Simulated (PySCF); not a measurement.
Electronic absorption of (PF2)3P

(PF2)3P, P4F6.
Atom-mapped SMILES: `[F:1][P:2]([F:3])[P:4]([P:5]([F:6])[F:7])[P:8]([F:9])[F:10]`

Structure used (PBE0-D3(BJ)/def2-SVP), in Å, numbered top down from 1:
```xyz
10
P4F6 angstrom
F     -2.2917    1.3935    0.0865
P     -0.7523    1.8126   -0.1930
F     -0.9001    2.2635   -1.7259
P     -0.0890   -0.3072   -0.6046
P     -1.0154   -1.1577    1.2726
F     -2.0483   -2.1434    0.5409
F      0.1795   -2.2169    1.5410
P      1.9805   -0.0708    0.2724
F      2.2458    1.3811   -0.3974
F      2.7412   -0.9757   -0.8134
```

Theory: TDDFT B3LYP/def2-SVPD, vertical, gas phase, core orbitals frozen in the response (PySCF).

Predict the UV-vis stick spectrum at this level.

| state | E (eV) | E (kJ/mol) | λ (nm) | f | \|μ\| (D) | main configurations (H = HOMO, L = LUMO) |
| --- | --- | --- | --- | --- | --- | --- |
| S1 | 4.46 | 430 | 278.1 | 0.045 | 1.63 | H→L (62%), H→L+1 (28%) |
| S2 | 4.47 | 431 | 277.6 | 0.045 | 1.63 | H→L+1 (63%), H→L (27%) |
| S3 | 4.74 | 458 | 261.5 | 0.0035 | 0.44 | H→L+2 (80%), H-1→L+1 (11%), H-2→L (8%) |
| S4 | 4.87 | 470 | 254.4 | 0.0009 | 0.22 | H-1→L (40%), H-2→L+1 (33%), H-2→L (10%) |
| S5 | 5.06 | 489 | 244.8 | 0.011 | 0.76 | H→L+3 (31%), H-2→L (30%), H-1→L+1 (23%) |
| S6 | 5.08 | 490 | 243.9 | 0.025 | 1.13 | H-2→L+1 (32%), H-1→L (27%), H→L+4 (18%) |

The lowest singlet level (S1/S2) comes at 278 nm (430 kJ/mol) in the ultraviolet; it is of moderate strength. The lowest level is also the most intense of those listed (f = 0.090 summed). S1/S2 lie within about 0.01 eV of each other. Löwdin shares by element: HOMO phosphorus 86%; LUMO (one of a set within 0.03 eV) phosphorus 75% (atoms not listed hold the other 25%). The listed states span 0.62 eV, and the widest gap between neighbours is 0.28 eV (S2 to S3). The oscillator strengths of these states sum to 0.130; summed over the whole spectrum of an exact calculation they would give the number of electrons, 114 (Thomas–Reiche–Kuhn). Weighted by f, the mean energy of these states is 4.64 eV. Orbitals of the list HOMO-3 to LUMO+2 that lie within 0.01 eV of each other are written together with a slash and their weights summed (≥ marks a lower bound); for degenerate orbitals outside that list single weights are arbitrary. Singlets were solved by full linear response.

Hardware: one thread of an Intel Xeon Platinum 8259CL at 2.50 GHz, no GPU, shared host with 96 logical CPUs at a one-minute load of 41. Cost: 62 s, 1.0 GiB resident at most.

One conformer stands for the species.
